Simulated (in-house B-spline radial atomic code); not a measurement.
Radial electron density of the boron ion B⁺, [He] 2s2. Level of theory: scalar-relativistic (X2C) PW91, spin-polarised, spherical fractional occupations, Fermi nucleus of rms radius 2.406 fm; calculated with a radial B-spline atomic code at the basis-set limit.

Columns: r (bohr), 4πr²n(r) (electrons per bohr), bar.

```
   0.012   0.1192 #
   0.014   0.1588 #
  0.0163     0.21 ##
  0.0191     0.28 ##
  0.0223   0.3692 ###
  0.0261   0.4863 ####
  0.0306   0.6384 #####
  0.0357   0.8249 #######
  0.0418    1.063 #########
  0.0488     1.35 ############
  0.0571    1.701 ###############
  0.0668    2.112 ##################
  0.0781    2.579 ######################
  0.0913    3.092 ###########################
   0.107    3.635 ###############################
   0.125    4.154 ####################################
   0.146    4.613 ########################################
   0.171    4.958 ###########################################
     0.2    5.119 ############################################
   0.233    5.054 ###########################################
   0.273     4.73 #########################################
   0.319     4.17 ####################################
   0.373    3.428 #############################
   0.436    2.612 ######################
    0.51    1.847 ################
   0.596    1.255 ###########
   0.697   0.9028 ########
   0.815   0.8002 #######
   0.953   0.8886 ########
    1.11    1.057 #########
     1.3    1.199 ##########
    1.52    1.216 ##########
    1.78    1.081 #########
    2.08   0.8321 #######
    2.44   0.5401 #####
    2.85   0.2986 ###
    3.33   0.1381 #
     3.9  0.05179 
    4.55  0.01562 
    5.33 0.003246 
    6.23 0.0004818
```

On this grid the curve has 2 maxima, near 0.2, 1.52 bohr.

The 1s up radial function P(r) = rR(r), positive near the nucleus:

```json
{"r (bohr)": "0.004", "P": "0.08301"}
{"r (bohr)": "0.00547", "P": "0.1124"}
{"r (bohr)": "0.00748", "P": "0.1518"}
{"r (bohr)": "0.0102", "P": "0.2039"}
{"r (bohr)": "0.014", "P": "0.2741"}
{"r (bohr)": "0.0191", "P": "0.3639"}
{"r (bohr)": "0.0261", "P": "0.4797"}
{"r (bohr)": "0.0357", "P": "0.6247"}
{"r (bohr)": "0.0488", "P": "0.7994"}
{"r (bohr)": "0.0668", "P": "1"}
{"r (bohr)": "0.0913", "P": "1.211"}
{"r (bohr)": "0.125", "P": "1.405"}
{"r (bohr)": "0.171", "P": "1.538"}
{"r (bohr)": "0.233", "P": "1.56"}
{"r (bohr)": "0.319", "P": "1.428"}
{"r (bohr)": "0.436", "P": "1.142"}
{"r (bohr)": "0.596", "P": "0.7628"}
{"r (bohr)": "0.815", "P": "0.3998"}
{"r (bohr)": "1.11", "P": "0.1552"}
{"r (bohr)": "1.52", "P": "0.03872"}
{"r (bohr)": "2.08", "P": "0.005409"}
```
